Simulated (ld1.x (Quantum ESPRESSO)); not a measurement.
What one change does to a pseudopotential (silicon (Si), RRKJ)

```json
{
  "Element": "Si (Z = 14)",
  "Generator": "ld1.x (Quantum ESPRESSO) 7.5",
  "Type": "norm-conserving RRKJ (Kleinman–Bylander form)",
  "Functional": "BLYP",
  "Relativity": "scalar-relativistic",
  "Frozen core": "[Ne]",
  "Valence charge": "4",
  "Reference configuration": "3s2 3p0 (charge +2)",
  "Partial waves": "3p (bound, empty): rc 1.40 bohr; 3s (bound): rc 1.50 bohr",
  "Local potential": "the s channel",
  "Core correction": "none"
}
```

All-electron outer shells of the reference configuration (BLYP, scalar-relativistic, ld1.x):

```tsv
shell	level (eV)	outermost node (bohr)	outermost maximum (bohr)
3s	-28.48	0.71	1.69
3p	-20.45	0.71	1.89
```

Change: reference 3s2 3p0.5.

Cutoffs: the cutoffs (Ry, on a coarse ladder) from which the occupation-weighted sum of valence levels, in a spherical-Bessel basis at the reference potential, stays within 10 and 1 mRy of its value at 400 Ry; they do not see the model core or the augmentation charge, which bear on the density cutoff. Errors are all-electron minus pseudo energies relative to the spin-unpolarised reference configuration.

What does the change do?

The potential gets harder (25 Ry and 40 Ry → 35 Ry and 60 Ry); neither file shows a bound ghost.

| quantity | base | changed |
| --- | --- | --- |
| cutoff, loose | 25 Ry | 35 Ry |
| cutoff, tight | 40 Ry | 60 Ry |
| bound ghosts | none | none |
| largest error over its own tests, meV | +117 | +163 |
| s: phases at 1.66 bohr within 0.05 rad from the reference energy up to (Ry; the scan ends near 5) | 3.3 | 3.6 |
| p: phases at 1.66 bohr within 0.05 rad from the reference energy up to (Ry; the scan ends near 5) | 0.1 | 0.2 |

Base: The cutoffs count occupied waves only; the empty 3p level needs 45 Ry at the loose tolerance.
